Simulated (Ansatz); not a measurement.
Molecule: CuH, net charge 0, singlet state. 
Geometry from a B3LYP-D3(BJ)/def2-TZVP (Ansatz, a quantum-chemistry and plane-wave program) optimisation:
```xyz
2

Cu     0.0000     0.0000    -0.0494
H      0.0000     0.0000     1.4337
```

Basis-set convergence of Hartree-Fock and CCSD correlation energies (hartree) with Ansatz. Valence correlation only, unless marked. Spin-orbit coupling is left out. The frozen core is the preceding noble-gas configuration, with the filled d and f shells of earlier blocks. No relativistic terms.

The T1 diagnostic of CCSD in the largest basis is 0.040, which is high, so the coupled-cluster rows are less sure than usual.

```
basis       functions        E(HF)  E(corr, CCSD)
----------  ---------  -----------  -------------
def2-SVP           36  -1639.23710       -0.29198
def2-TZVPP         78  -1639.47302       -0.46411
def2-QZVPP        130  -1639.51388       -0.49029
```

Extrapolating the two largest sets (X = 3 and 4) as X^-3: E(corr) = (64·(-0.49029) - 27·(-0.46411))/37 = -0.5094 Eh, an estimate of the basis-set limit. The largest set recovers 96.2 % of it, the smallest 57.3 %.
